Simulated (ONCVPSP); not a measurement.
## Potentials for magnesium (Mg) compared

Generated with ld1.x 7.5 (TM, RRKJ, ultrasoft, PAW), atompaw 4.2 or ONCVPSP 4.0.1. The cutoff is in Ry: for ld1.x and atompaw files where the sum of valence levels is converged to 10 mRy in a Bessel basis, for ONCV files where the hardest occupied wave has 1 mHa per electron of residual kinetic energy. The error is the largest all-electron minus pseudo excitation energy over each file’s own four to seven test configurations (ionisations up to +4, promotions, holes and added fractions of an electron), all of which were solved. The labels leave out finer settings (local radius, basis sizes, second energies), which also bear on the numbers. Spin-polarised tests are not counted. The rows are a selection from randomly drawn settings: files with unsolved tests, undetermined cutoffs or missed reference levels are left out.

```csv
potential,cutoff (Ry),largest error (meV),bound ghosts
"ONCV, PBE, scalar-relativistic, rc 1.05/1.00 (sp), local smoothed, core correction yes, reference 2s2 2p6 3s2, qcut 10.8/11, projectors 2/2",110,-278,none
"ONCV, PBE, scalar-relativistic, rc 1.25/0.90 (sp), local smoothed, core correction yes, reference 2s2 2p6 3s2, qcut 11/19, projectors 2/2",219,-202,none
"ONCV, PBE, scalar-relativistic, rc 1.15/0.70/0.90 (spd), local smoothed, core correction no, reference 2s2 2p6 3s0.5, qcut 13.3/17.5/9.7, projectors 2/3/3",266,-64,none
```

Task: Fill in the row for Mg: ONCV, PBE, scalar-relativistic, rc 1.10/1.00/1.15 (spd), local smoothed, core correction yes, reference 2s2 2p6 3s2, qcut 14.4/13.7/9.2, projectors 2/2/2.

Result: cutoff 146 Ry, largest error -138 meV, bound ghosts: none.

Task: Fill in the row for Mg: ONCV, LDA (Perdew-Wang 92), scalar-relativistic, rc 1.40/1.00 (sp), local smoothed, core correction yes, reference 2s2 2p6 3s2, qcut 8.4/16.4, projectors 2/2.

Result: cutoff 186 Ry, largest error -199 meV, bound ghosts: none.

Task: Fill in the row for Mg: ONCV, LDA (Perdew-Zunger), scalar-relativistic, rc 1.30/1.25 (sp), local smoothed, core correction yes, reference 2s2 2p6 3s1 3p1, qcut 7/13.4, projectors 2/3.

Result: cutoff 125 Ry, largest error +278 meV, bound ghosts: none.
